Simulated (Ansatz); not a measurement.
Ideal-gas functions of `[OH][GeH][GeH3]` radical at 298.15 K and 1 bar, from an Ansatz frequency run at PBE0-D4/def2-TZVP.

Molar mass 166.26 g/mol, point group C1 (symmetry number 1), electronic degeneracy 2, moments of inertia 46.153, 290.229, 326.602 u Å². Harmonic wavenumbers (cm⁻¹, unscaled): 73, 120, 237, 261, 384, 455, 564, 664, 693, 783, 872, 877, 909, 2015, 2132, 2154, 2167, 3887.

Use S(trans) = R[1.5 ln M + 2.5 ln T − 1.1517]; rotational temperatures θ = 24.2544 K / I; S(rot) = R[ln(√π/σ · √(T³/θAθBθC)) + 1.5]; for each mode x = 1.438777 ν̃/T, S = R[x/(eˣ − 1) − ln(1 − e⁻ˣ)] and H = RT x/(eˣ − 1); 1 cm⁻¹ = 0.0119627 kJ/mol; R = 8.31446 J/(mol·K).

Task: By hand: the entropy, in J/(mol·K).

Result: Translation 172.6. Rotation: θ = 0.5255, 0.0836, 0.0743 K, giving 112.1. Vibration, mode by mode: 17.03, 12.97, 7.64, 6.92, 4.28, 3.27, 2.16, 1.47, 1.32, 0.93, 0.65, 0.64, 0.56, 0.01, 0.00, 0.00, 0.00, 0.00, in all 59.9. Electronic 5.8. Sum 350.4 J/(mol·K).

Task: By hand: H − E and G − E in kJ/mol, counted from the electronic energy.

Result: Zero-point energy ½ × 19247 × 0.0119627 = 115.1; thermal vibration 9.8; translation, rotation and pV give 4 RT = 9.9. H − E = 134.8 kJ/mol, and G − E = 134.8 − 298.15 × 350.4/1000 = 30.3 kJ/mol.

Vibration gives 17 % of the entropy, 30.0 J/(mol·K) of it from the modes under 150 cm⁻¹: soft modes count most, and the harmonic formula is weakest for them. The sum counts one conformer and one mirror image; others add a mixing term.
